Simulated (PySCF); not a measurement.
From one molecule to another.

First species: C5H7NO2.
Geometry (GFN2-xTB, Å), atoms numbered from 1 in this order:
```
atom  x, y, z in Å
C1    -2.3387   -0.8832    0.3376
O2    -0.9307   -1.0259    0.3525
C3    -0.2516    0.0723   -0.0214
N4    -0.8390    1.2491   -0.3946
C5     0.1515    2.0350   -0.6728
O6     1.3521    1.4818   -0.5153
C7     1.1115    0.2074   -0.0930
C8     2.2297   -0.7246    0.1902
H9    -2.7397   -1.8418    0.6602
H10   -2.6554   -0.0908    1.0199
H11   -2.6942   -0.6427   -0.6671
H12    0.0753    3.0503   -1.0033
H13    2.8695   -0.3292    0.9783
H14    1.8144   -1.6767    0.5061
H15    2.8409   -0.8731   -0.6992
```

Second species: C₈H₅ClO.
InChI=1S/C8H5ClO/c1-2-6-5-7(10)3-4-8(6)9/h1,3-5,10H

Levels: PBE0/pcSseg-1 for dipole moment, HOMO energy, LUMO energy and HOMO–LUMO gap; GFN2-xTB for rotational constant A and rotational constant C. Geometries: GFN2-xTB. Each species is one conformer at its optimised geometry, gas phase, non-relativistic unless stated. Electronic properties by PySCF.

The conformers computed, where there is a choice (atom-mapped SMILES and torsion angles):
- `[CH3:1][O:2][c:3]1[n:4][cH:5][o:6][c:7]1[CH3:8]`: C1–O2–C3–N4 0°
- `[CH:1]#[C:2][c:3]1[cH:4][c:5]([OH:6])[cH:7][cH:8][c:9]1[Cl:10]`: H–O6–C5–C4 0°

Values for the first species:

- Dipole moment: 0.27 D
- HOMO energy: -6.08 eV
- LUMO energy: 0.08 eV
- HOMO–LUMO gap: 6.16 eV
- Rotational constant A: 3.511 GHz
- Rotational constant C: 1.263 GHz

**Question.** Estimate the same properties for the second species, and the change in each.

**Answer.** 
```csv
property,first,second,second less first
dipole moment,0.27 D,2.13 D,+1.86 D
HOMO energy,-6.08 eV,-6.66 eV,-0.58 eV
LUMO energy,0.08 eV,-1.32 eV,-1.40 eV
HOMO–LUMO gap,6.16 eV,5.34 eV,-0.82 eV
rotational constant A,3.511 GHz,1.928 GHz,-1.583 GHz
rotational constant C,1.263 GHz,0.605 GHz,-0.658 GHz
```

On the first: The dipole matches unit charges of opposite sign 0.06 Å apart (1 e·Å = 4.8032 D).

On the second: The dipole matches unit charges of opposite sign 0.44 Å apart (1 e·Å = 4.8032 D).
